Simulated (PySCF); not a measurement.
## Calculated data, CH$_{6}$NOSi

Calculation on a computer-drawn molecule: optimised geometry and harmonic frequencies of an isolated molecule of the commonest isotopes, restricted reference for singlets and unrestricted otherwise, frozen core in MP2. Program: PySCF 2.14.0.

CH$_{6}$NOSi

Start structure:
```xyz
10
CH6NOSi
C     -1.1200     0.7374     0.7701
N     -0.9881     0.0101    -0.4556
Si    -2.2644    -0.9378    -1.1672
O     -1.6222    -1.6261    -2.4545
H     -1.8296     0.1094     1.4066
H     -0.1875     0.8888     1.2985
H     -1.5908     1.7282     0.6440
H     -0.3733     0.5949    -1.0744
H     -2.5884    -1.8569    -0.1491
H     -0.7832    -2.0934    -2.5149
```

Settings of this run: charge 0, multiplicity 2, method HF and basis cc-pV(D+d)Z.

Results for CH$_{6}$NOSi: rotational constants 20.27, 3.101, 2.83 GHz; total energy -459.6366 hartree; spin squared 0.755; convergence status largest gradient component 1.724e-05 hartree/bohr.

Drawn bonds:
| atom | other atom | order |
| --- | --- | --- |
| 1 | 2 | 1 |
| 2 | 3 | 1 |
| 3 | 4 | 1 |
| 1 | 5 | 1 |
| 1 | 6 | 1 |
| 1 | 7 | 1 |
| 2 | 8 | 1 |
| 3 | 9 | 1 |
| 4 | 10 | 1 |

Optimised structure:
```xyz
10
CH6NOSi
C     -1.1339     0.7130     0.7893
N     -1.0405     0.1327    -0.5377
Si    -2.2321    -0.8802    -1.2547
O     -1.5405    -1.7149    -2.5043
H     -1.7125     0.0551     1.4394
H     -0.1419     0.8195     1.2350
H     -1.6157     1.6964     0.7975
H     -0.4808     0.6830    -1.1631
H     -2.7196    -1.7766    -0.1684
H     -0.7301    -2.1733    -2.3295
```

Modes:
| frequency (cm⁻¹) | reduced mass (dalton) |
| --- | --- |
| 82.77 | 2.895 |
| 141.9 | 1.224 |
| 208.1 | 2.308 |
| 259.5 | 1.36 |
| 374.6 | 3.309 |
| 531.7 | 1.177 |
| 739.7 | 1.338 |
| 804.6 | 2.678 |
| 847.2 | 1.306 |
| 881.3 | 2.116 |
| 936.7 | 1.851 |
| 1173 | 1.267 |
| 1209 | 3.395 |
| 1231 | 1.295 |
| 1526 | 1.408 |
| 1573 | 1.168 |
| 1594 | 1.044 |
| 1623 | 1.045 |
| 2228 | 1.042 |
| 3156 | 1.04 |
| 3216 | 1.1 |
| 3256 | 1.102 |
| 3787 | 1.075 |
| 4137 | 1.067 |
